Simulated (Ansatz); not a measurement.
The inner images of a band of Cl3FHOTa + H2 (9 atoms, charge 0, multiplicity 1) are given out of order.

All numbers below come from Ansatz, RKS PBE0-D4/def2-SVP.

Initial state:

```xyz
9
Properties=species:S:1:pos:R:3
Ta -0.125 0.321 -0.046
O 1.745 0.297 -0.173
H 2.340 0.099 0.563
F 0.114 -0.083 1.789
Cl -0.270 0.773 -2.321
Cl -1.159 2.284 0.533
Cl -1.355 -1.610 -0.255
H 1.503 -3.015 -0.703
H 2.148 -2.643 -0.860
```

Final state:

```xyz
9
Properties=species:S:1:pos:R:3
Ta -0.238 -0.494 -0.201
O 2.027 -0.167 -0.192
H 2.350 0.598 0.308
F 0.099 -1.239 1.499
Cl -0.233 -0.042 -2.478
Cl 0.084 1.727 0.514
Cl -2.426 -1.140 -0.146
H 0.663 -1.900 -0.725
H 2.616 -0.919 -0.054
```

Question: Put them in order from the first end to the last, with their energies above the first end.
A.
```xyz
9
Properties=species:S:1:pos:R:3
Ta 0.053 -0.052 -0.133
O 1.918 0.365 -0.144
H 2.513 0.152 0.587
F 0.430 -0.729 1.596
Cl 0.034 0.043 -2.450
Cl -0.908 1.924 0.405
Cl -1.729 -1.577 -0.149
H 1.021 -2.101 -0.592
H 1.609 -1.600 -0.593
```
B.
```xyz
9
Properties=species:S:1:pos:R:3
Ta 0.012 0.110 -0.080
O 1.856 0.511 -0.067
H 2.543 0.252 0.558
F 0.370 -0.667 1.609
Cl 0.050 0.235 -2.395
Cl -1.036 2.031 0.496
Cl -1.648 -1.525 -0.220
H 1.105 -2.469 -0.555
H 1.689 -2.054 -0.818
```
C.
```xyz
9
Properties=species:S:1:pos:R:3
Ta -0.050 -0.254 -0.170
O 2.043 0.026 -0.268
H 2.454 0.044 0.610
F 0.425 -0.706 1.602
Cl 0.027 0.016 -2.461
Cl -0.745 1.879 0.367
Cl -1.918 -1.572 -0.135
H 0.970 -1.863 -0.552
H 1.736 -1.147 -0.468
```
D.
```xyz
9
Properties=species:S:1:pos:R:3
Ta -0.227 -0.426 -0.186
O 2.044 -0.014 -0.229
H 2.409 0.169 0.649
F 0.282 -0.909 1.570
Cl -0.113 -0.056 -2.470
Cl -0.251 1.848 0.375
Cl -2.264 -1.420 -0.114
H 0.733 -1.855 -0.607
H 2.329 -0.913 -0.460
```
E.
```xyz
9
Properties=species:S:1:pos:R:3
Ta -0.055 0.213 -0.064
O 1.819 0.383 -0.145
H 2.418 0.168 0.582
F 0.245 -0.348 1.721
Cl -0.117 0.508 -2.367
Cl -1.096 2.151 0.512
Cl -1.463 -1.616 -0.242
H 1.289 -2.720 -0.634
H 1.900 -2.315 -0.837
```

Answer: E (+3.0 kJ/mol), B (+6.2 kJ/mol), A (+20.9 kJ/mol), C (+116.8 kJ/mol), D (+49.7 kJ/mol).

Run time: 7.1 min on 4 threads of Intel(R) Xeon(R) Platinum 8259CL CPU @ 2.50GHz (Skylake/Cascade Lake) (shared host), peak memory 0.41 GiB.
